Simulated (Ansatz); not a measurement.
One change: `[CH3][Nb](=[O])([OH])[OH]` becomes `[O]=[Nb]([OH])([OH])[Cl]`.

Ansatz, PBE0-D4/def2-TZVP geometries, multiplicity 1. Each molecule was computed in one conformer, which needn't be the lowest.

Elements past krypton have def2 core potentials.

```tsv
property	`[CH3][Nb](=[O])([OH])[OH]`
ideal-gas entropy at 298 K and 1 bar (rigid rotor, harmonic PBE0-D4/def2-TZVP) / J/(mol·K)	367
HOMO–LUMO gap (ωB97M-V/def2-TZVPP) / eV	11.22
size of the dipole moment (ωB97M-V/def2-TZVPP) / D	1.14
HOMO–LUMO gap (PBE0/def2-TZVPP) / eV	6.94
zero-point energy (PBE0-D4/def2-TZVP) / kJ/mol	169.3
size of the dipole moment (B3LYP/def2-TZVPP) / D	1.10
```

Question: What does the change do to each property? (An estimate is asked.)

Answer: Computed: 
| property | `[O]=[Nb]([OH])([OH])[Cl]` | shift |
| --- | --- | --- |
| ideal-gas entropy at 298 K and 1 bar (rigid rotor, harmonic PBE0-D4/def2-TZVP) / J/(mol·K) | 356 | -11 |
| HOMO–LUMO gap (ωB97M-V/def2-TZVPP) / eV | 11.93 | 0.71 |
| size of the dipole moment (ωB97M-V/def2-TZVPP) / D | 2.37 | 1.23 |
| HOMO–LUMO gap (PBE0/def2-TZVPP) / eV | 7.51 | 0.57 |
| zero-point energy (PBE0-D4/def2-TZVP) / kJ/mol | 81.5 | -87.8 |
| size of the dipole moment (B3LYP/def2-TZVPP) / D | 2.34 | 1.24 |

With PBE0 the HOMO falls by 1.03 eV and the LUMO falls by 0.46 eV, so the gap widens by about 0.57 eV. PBE moves the HOMO by -0.95 eV and ωB97M-V by -0.98 eV. The zero-point energy changes by -87.8 kJ/mol with -9 modes. Dipoles are sizes alone; their direction can turn.

B3LYP here is the variant with VWN-RPA as its local correlation; programs differ in this.
